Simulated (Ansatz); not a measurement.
Job for Ansatz (an electronic-structure program): R-B3LYP-D3(BJ)/def2-TZVP on CH4ClFSi (SMILES C[SiH](F)Cl).

Ansatz 0.2 input:
```yaml
crystal:
  periodic: [false, false, false]
  atoms:
    - {symbol: Si, position_ang: [-0.83100000, 0.15060000, 0.11300000]}
    - {symbol: F, position_ang: [-1.35330000, -0.59710000, 1.43100000]}
    - {symbol: C, position_ang: [0.98890000, -0.08610000, -0.02800000]}
    - {symbol: Cl, position_ang: [-1.76070000, -0.64730000, -1.52800000]}
    - {symbol: H, position_ang: [-1.19150000, 1.58940000, 0.18260000]}
    - {symbol: H, position_ang: [1.38750000, 0.40350000, -0.92200000]}
    - {symbol: H, position_ang: [1.25040000, -1.14730000, -0.08660000]}
    - {symbol: H, position_ang: [1.50980000, 0.33430000, 0.83790000]}
basis:
  gaussian:
    orbitals: def2-TZVP
hamiltonian:
  xc: b3lyp
  dispersion: d3bj
relax: {f_tol: 0.004, max_steps: 120}
scf: {lower_state_search: off}
```

Output:

```
WARN ansatz: RAYON_NUM_THREADS=4 ignored (pool sized by the plan → 4); use --threads N
Functional definition: B3LYP
these checks for a lower state are left out or cut short: stability, starts, cluster_reference, orbital_swaps, neighbouring_geometries, increment
integrals: 0.08 GiB planned
1036 factors; their error is unknown
mean field: 0.69 GiB planned
mean field evaluation 1: about -24219.1923 eV, gradient 6.1e1 eV
mean field evaluation 2: about -24214.3366 eV, gradient 7.6e1 eV
mean field evaluation 4: about -24226.3575 eV, gradient 4.3e0 eV
mean field evaluation 8: about -24226.3914 eV, gradient 4.3e-2 eV
mean field evaluation 16: about -24226.4487 eV, gradient 8.0e-5 eV
mean field -24226.44869714 eV, -890.3055683433 hartree, gradient 3.7e-6 eV, S^2 0.000000; 0 other end points of the search recorded, 0 dependent functions left out
the calculation of the forces begins
reference -24226.44895012 eV, -890.3055776402 hartree; 25, 25 occupied and 135, 135 virtual orbitals, 1036 factors
relax step   1: F+E_penalty+E_count = -24226.74471312 eV  Δ(F+E_penalty+E_count) = +0.000e0 eV  max|allowed force component| = 4.025e-1 eV/Å  Δτ_max = 0.0000 Å  (17 SCF iters, accepted)
these checks for a lower state are left out or cut short: stability, starts, cluster_reference, orbital_swaps, neighbouring_geometries, increment
integrals: 0.08 GiB planned
1036 factors; their error is unknown
mean field: 0.69 GiB planned
mean field -24226.46236363 eV, -890.3060705774 hartree, gradient 2.3e-6 eV, S^2 0.000000; 0 other end points of the search recorded, 0 dependent functions left out
the calculation of the forces begins
reference -24226.46261663 eV, -890.3060798751 hartree; 25, 25 occupied and 135, 135 virtual orbitals, 1036 factors
relax step   2: F+E_penalty+E_count = -24226.75761867 eV  Δ(F+E_penalty+E_count) = -1.291e-2 eV  max|allowed force component| = 1.649e-1 eV/Å  Δτ_max = 0.0328 Å  (20 SCF iters, accepted)
these checks for a lower state are left out or cut short: stability, starts, cluster_reference, orbital_swaps, neighbouring_geometries, increment
integrals: 0.08 GiB planned
1036 factors; their error is unknown
mean field: 0.69 GiB planned
mean field evaluation 32: about -24226.4634 eV, gradient 1.7e-3 eV
mean field -24226.46338599 eV, -890.3061081486 hartree, gradient 2.3e-6 eV, S^2 0.000000; 0 other end points of the search recorded, 0 dependent functions left out
the calculation of the forces begins
reference -24226.46363904 eV, -890.3061174478 hartree; 25, 25 occupied and 135, 135 virtual orbitals, 1036 factors
relax step   3: F+E_penalty+E_count = -24226.75872761 eV  Δ(F+E_penalty+E_count) = -1.109e-3 eV  max|allowed force component| = 6.952e-2 eV/Å  Δτ_max = 0.0081 Å  (21 SCF iters, accepted)
these checks for a lower state are left out or cut short: stability, starts, cluster_reference, orbital_swaps, neighbouring_geometries, increment
integrals: 0.08 GiB planned
1036 factors; their error is unknown
mean field: 0.69 GiB planned
mean field -24226.46340934 eV, -890.3061090067 hartree, gradient 2.3e-6 eV, S^2 0.000000; 0 other end points of the search recorded, 0 dependent functions left out
the calculation of the forces begins
reference -24226.46366240 eV, -890.3061183065 hartree; 25, 25 occupied and 135, 135 virtual orbitals, 1036 factors
relax step   4: F+E_penalty+E_count = -24226.75886959 eV  Δ(F+E_penalty+E_count) = -1.420e-4 eV  max|allowed force component| = 1.406e-2 eV/Å  Δτ_max = 0.0043 Å  (21 SCF iters, accepted)
these checks for a lower state are left out or cut short: stability, starts, cluster_reference, orbital_swaps, neighbouring_geometries, increment
integrals: 0.08 GiB planned
1036 factors; their error is unknown
mean field: 0.69 GiB planned
mean field -24226.46342603 eV, -890.3061096198 hartree, gradient 1.4e-6 eV, S^2 0.000000; 0 other end points of the search recorded, 0 dependent functions left out
the calculation of the forces begins
reference -24226.46367910 eV, -890.3061189201 hartree; 25, 25 occupied and 135, 135 virtual orbitals, 1036 factors
relax step   5: F+E_penalty+E_count = -24226.75888504 eV  Δ(F+E_penalty+E_count) = -1.545e-5 eV  max|allowed force component| = 4.461e-3 eV/Å  Δτ_max = 0.0015 Å  (13 SCF iters, accepted)
these checks for a lower state are left out or cut short: stability, starts, cluster_reference, orbital_swaps, neighbouring_geometries, increment
integrals: 0.08 GiB planned
1036 factors; their error is unknown
mean field: 0.69 GiB planned
mean field -24226.46342637 eV, -890.3061096323 hartree, gradient 2.6e-6 eV, S^2 0.000000; 0 other end points of the search recorded, 0 dependent functions left out
the calculation of the forces begins
reference -24226.46367947 eV, -890.3061189338 hartree; 25, 25 occupied and 135, 135 virtual orbitals, 1036 factors
relax step   6: F+E_penalty+E_count = -24226.75889114 eV  Δ(F+E_penalty+E_count) = -6.102e-6 eV  max|allowed force component| = 2.244e-3 eV/Å  Δτ_max = 0.0025 Å  (12 SCF iters, accepted)
Total energy: -24226.75914425 eV, -890.3169770639 hartree
Atom 0 at    -0.815782     0.165542     0.105722 Å, force     0.000158    -0.001693     0.002244 eV/Å
Atom 1 at    -1.362099    -0.574612     1.414598 Å, force     0.000914     0.000764    -0.001977 eV/Å
Atom 2 at     1.009425    -0.089187    -0.028777 Å, force    -0.000975     0.001271     0.001909 eV/Å
Atom 3 at    -1.771262    -0.659159    -1.518774 Å, force     0.000715     0.000381     0.000718 eV/Å
Atom 4 at    -1.221098     1.577355     0.197578 Å, force    -0.000773     0.000819    -0.000919 eV/Å
Atom 5 at     1.398005     0.406441    -0.920269 Å, force     0.000001    -0.000246    -0.000876 eV/Å
Atom 6 at     1.247046    -1.152011    -0.095663 Å, force     0.000065    -0.000552    -0.000947 eV/Å
Atom 7 at     1.515865     0.325632     0.845486 Å, force    -0.000106    -0.000744    -0.000153 eV/Å
Dipole moment:     0.393210     0.190873    -0.024346 e Å
Checks for a lower state left out: stability, starts, cluster_reference, orbital_swaps, neighbouring_geometries, increment
```

The run converged.

Cost: roughly 40 core-seconds.
